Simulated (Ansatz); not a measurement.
[GaBrH3]- (GaH₃Br⁻). Charge -1, multiplicity 3. Geometry r2SCAN-D4/def2-TZVPD, that of the charge -1 singlet; atoms count from 1.

```xyz
5

Ga   -0.0381    0.2504    0.0108
Br    0.3350   -2.2010   -0.0952
H    -1.4621    0.4132    0.7103
H    -0.0097    0.7303   -1.5098
H     1.1749    0.8071    0.8839
```

The highest occupied level of the charge -1 triplet lies above zero (up to 1.78 eV). By energy differences it is unbound by 0.67 eV (vertical, to the charge 0 doublet, at PBE0-D4/def2-TZVPD) and held by the finite basis. At PBE0-D4/def2-TZVPD a singlet of charge -1 lies 5.26 eV below the triplet at the same geometry.

(1) Estimate the Mulliken populations from the PBE0/def2-TZVPD orbitals of Ansatz.

(2) Where does the spin sit?

(3) And the Mayer bond orders between bonded heavy atoms (over 0.3)?

## Answers

(1) 
```json
{"atom": "Ga1", "charge (e)": "-0.14", "spin (α − β)": "0.57"}
{"atom": "Br2", "charge (e)": "-0.48", "spin (α − β)": "1.02"}
{"atom": "H3", "charge (e)": "-0.09", "spin (α − β)": "0.26"}
{"atom": "H4", "charge (e)": "-0.14", "spin (α − β)": "0.07"}
{"atom": "H5", "charge (e)": "-0.14", "spin (α − β)": "0.07"}
```
Mulliken values and Mayer orders depend strongly on the basis. With diffuse functions, as here, like atoms can get unlike values, and bond orders can come out too low or too high.

(2) Summed by element: Ga 0.57, Br 1.02, H 0.41, of 2 unpaired in all. Largest on single atoms: Br2 1.02, Ga1 0.57, H3 0.26.

(3) Ga1–Br2 0.77 (2.48 Å).
